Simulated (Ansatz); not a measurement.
Gas-phase electronic energies from Ansatz, PBE0-D4/def2-TZVP geometries. CBS: MP2 limit from def2 TZ/QZ plus the TZ coupled-cluster correction, frozen cores. DFT in def2-TZVPP. B3LYP here is the variant with VWN-RPA as its local correlation; programs differ in this. For Br, Ga outer-core shells are correlated without core-valence functions, which leaves a few kJ/mol of doubt a bond. Scalar relativity is left out up to krypton. One conformer a species, not always the lowest.

Consider the redistribution: `OCBBr` + `[CH3][Ga]([Br])[Br]` → `CBCO` + `[Br][Ga]([Br])[Br]`.

`OCBBr`:

Z-matrix (Å, degrees):
```
C
B 1 1.547
O 1 1.403 2 119.9
H 1 1.105 2 106.0 3 -125.1
H 1 1.105 2 106.1 3 125.2
Br 2 1.910 1 120.3 3 0.1
H 2 1.190 1 122.4 3 -179.9
H 3 0.963 1 108.4 2 -0.2
```

`[CH3][Ga]([Br])[Br]`:

Cartesian coordinates in Å:
```
C 0.411 0.412 -0.850
Ga -0.374 -0.377 0.748
Br -0.318 0.672 2.778
Br -1.415 -2.411 0.757
H 0.196 -0.203 -1.723
H 0.010 1.416 -0.994
H 1.491 0.491 -0.716
```

`CBCO`:

Cartesian coordinates in Å:
```
C 0.637 -0.209 -1.460
B 0.441 0.234 0.018
C -0.834 -0.128 0.826
O -0.938 0.315 2.166
H 1.564 -0.788 -1.555
H -0.183 -0.795 -1.882
H 0.796 0.674 -2.091
H 1.307 0.881 0.556
H -0.944 -1.227 0.795
H -1.705 0.236 0.252
H -0.141 0.807 2.374
```

`[Br][Ga]([Br])[Br]`:

Cartesian coordinates in Å:
```
Br -0.335 0.911 2.042
Ga 0.000 0.000 0.000
Br -1.422 0.468 -1.694
Br 1.757 -1.379 -0.348
```

Is it downhill or uphill in electronic energy at CCSD(T)/CBS, and by how much? (Best estimate.)

Computed: Downhill: ΔE = -0.22 eV.

What do these levels give: B3LYP-D4, BLYP, r2SCANh, r2SCAN0, HF/def2-SVP, CCSD/def2-TZVPP? (An estimate is asked.)

Computed: B3LYP-D4 -0.32, BLYP -0.28, r2SCANh -0.30, r2SCAN0 -0.33, HF/def2-SVP -0.50, CCSD/def2-TZVPP -0.29 eV.

Largest T1 diagnostic among the species: 0.011.

At CCSD(T), def2-SVP lies −0.12 eV from the extrapolated value and def2-TZVPP −0.03 eV. From r2SCAN to r2SCAN0 (25 % exact exchange), in def2-TZVPP and without D4, ΔE moves by −0.04 eV.
